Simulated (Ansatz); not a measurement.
Two isomers of C2H6AlBr: A = `[AlH2][CH2]CBr`, B = `C[CH2][AlH][Br]`.

Calculated with Ansatz (gas phase, PBE0-D4/def2-TZVP geometries, no zero-point term in ΔE). CCSD(T)/CBS adds triple-zeta CCSD(T) − MP2 to the extrapolated MP2 energy (def2 sets, frozen cores). Functionals use def2-TZVPP. B3LYP here is the variant with VWN-RPA as its local correlation; programs differ in this. For Br outer-core shells are correlated without core-valence functions, which leaves a few kJ/mol of doubt a bond. Scalar relativity is left out up to krypton. Each species was taken in one conformer, which may not be the lowest.

**Question.** Which is lower in electronic energy at CCSD(T)/CBS, and by how much? (Best estimate.)

**Answer.** Computed: B, by 219.8 kJ/mol.

**Question.** Give E(B) − E(A) in kJ/mol with r2SCAN-D4, CCSD/def2-TZVPP, CCSD(T)/def2-TZVPP, B2PLYP, B3LYP-D4, B3LYP, PBE-D4. (Estimate.)

**Answer.** Computed: r2SCAN-D4 -220.7, CCSD/def2-TZVPP -218.9, CCSD(T)/def2-TZVPP -216.5, B2PLYP -217.6, B3LYP-D4 -214.0, B3LYP -214.8, PBE-D4 -209.9. None reverses the order clearly.

Largest T1 diagnostic: 0.009.

From PBE to PBE0 (25 % exact exchange), in def2-TZVPP and without D4, E(B) − E(A) moves by −7.9 kJ/mol. In def2-TZVPP, CCSD(T) changes the Hartree–Fock value by +10.8 kJ/mol (the triples alone add +2.4 kJ/mol) and MP2 by +6.4 kJ/mol.
